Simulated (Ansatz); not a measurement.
Coupled-cluster diagnostics for the cluster Sn3H6, Ansatz.

Geometry of the singlet (PBE0-D4/def2-SVP):

Cartesian coordinates in Å:
```
Sn 0.048 -0.724 -1.180
Sn 2.142 -0.116 0.682
Sn -0.933 1.747 0.811
H -1.196 -1.908 -1.038
H -1.405 0.233 1.601
H 0.964 1.418 1.038
H 1.267 -1.106 1.866
H 0.159 -0.366 -2.869
H -1.046 0.822 -0.911
```

In the def2 sets Sn takes a core potential; there is no spin–orbit coupling. Correlated methods freeze 12 core orbitals; core or outer-core shells of Sn are correlated, in sets that lack core-valence functions. Another isomer (singlet) lies 0.13 eV lower at PBE0-D4/def2-TZVP; other spin states weren't run for this one.

**Question.** Estimate the CCSD(T) correlation energy, the shares of MP2 and (T), T1 and the reference's ⟨S²⟩ for: charge 0, singlet, own geometry in def2-SVP; and the rough time on 4 threads of Arm Neoverse V2 on a shared host.

**Answer.** 
| state | basis | correlation (eV) | MP2 share (%) | (T) share (%) | T1 | ⟨S²⟩ (pure) | wall time |
| --- | --- | --- | --- | --- | --- | --- | --- |
| charge 0, singlet, own geometry | def2-SVP | -11.234 | 82.2 | 3.5 | 0.013 | 0.00 (0.00) | 9 s |
Customary marks for T1 are 0.02 (closed shells), 0.045 (open shells) and about 0.05 (3d metals). T1 stays under 0.02 throughout.
